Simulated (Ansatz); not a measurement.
A structure relaxed at PBE0-D4/def2-TZVP, charge 0, multiplicity 1:

```xyz
10

C     1.507   -0.032    0.664
O     0.434   -0.663   -0.014
Ge   -1.032    0.209   -0.392
O    -2.077   -0.917   -1.217
Cl   -0.620    1.890   -1.628
Cl   -1.969    0.931    1.374
H     2.293   -0.778    0.787
H     1.907    0.808    0.087
H     1.203    0.325    1.653
H    -1.645   -1.772   -1.315
```

Give its formula and SMILES.

CH4Cl2GeO2, `C[O][Ge]([OH])([Cl])[Cl]`.

Point group (tolerance 0.08 Å, 0.16 Å for H)?

Cs.

Summarise the bond lengths by kind.

1 × C–O 1.418 Å; 3 × C–H 1.091 to 1.094 Å; 2 × Ge–O 1.744 to 1.748 Å; 2 × Cl–Ge 2.126 Å; 1 × H–O 0.963 Å.

Results of the Gaussian-basis code of Ansatz.
